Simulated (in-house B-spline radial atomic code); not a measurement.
The numbers below are computed, except where a source is named.
**Two electrons in InAs: a parabolic dot with ħω = 3.63 meV in all three directions with a doubly ionised double donor at its centre**

For InAs the NSM archive of the Ioffe Institute lists m* = 0.023 m0 and ε = 15.15. Real donors also feel a central-cell potential, which shifts the ground state; some double donors stay shallow and helium-like, others are deep centres that this model can't describe. In so narrow a gap the band flattens within tens of meV, so real spacings are smaller, by up to some tenths.

Effective-mass model with parabolic bands, a uniform dielectric constant, no image charges, no central-cell or spin-orbit terms. Two-electron levels come from full CI in B-splines with partial waves to l = 5 (up to 0.001 effective hartree above the limit).

Problem. What are the effective units, and what is the potential in them?

Solution. Ha* = 27211.386 meV × 0.023/15.15² = 2.727 meV and a* = 0.0529177 nm × 15.15/0.023 = 34.86 nm. The frequency is ω = 1.33 Ha*, with −2/r added.

In these units the lowest s and p orbitals lie at -1.4971 and 1.4249, and their Coulomb and exchange integrals are J_ss = 1.5071, J_sp = 0.9692 and K_sp = 0.1386. Full CI gives -1.5980 for the ground singlet, 0.7336 for the sp triplet, 0.9584 for the sp singlet and 1.5034 for the lowest triplet of two s orbitals.

Problem. What does it cost to add the second electron, to first order and exactly?

Solution. To first order E = 2ε_s + J_ss = -1.4871, so the charging energy E(2) − 2E(1) is J_ss = 4.109 meV. CI gives -1.5980 − 2 × (-1.4971) = 1.3961, or 3.807 meV: relaxation and correlation lower it by 0.3025 meV, 7.4 % of J_ss. The s² configuration of one-electron orbitals holds 97.9 % of the state, and the mean radius is 23.4 nm.

Problem. How far above the singlet do the triplets lie?

Solution. To first order the sp triplet lies at ε_s + ε_p + J_sp − K_sp = 0.7584, which is 6.123 meV above 2ε_s + J_ss. CI gives 0.7336 − (-1.5980) = 2.3316, or 6.358 meV, 80 % of the orbital spacing of 7.968 meV. The ss triplet lies 8.457 meV up, so the lower of the two is the sp one, and its gap equals k_BT at 73.8 K. The sp singlet-triplet splitting is 0.613 meV, against 2K_sp = 0.7561 meV.
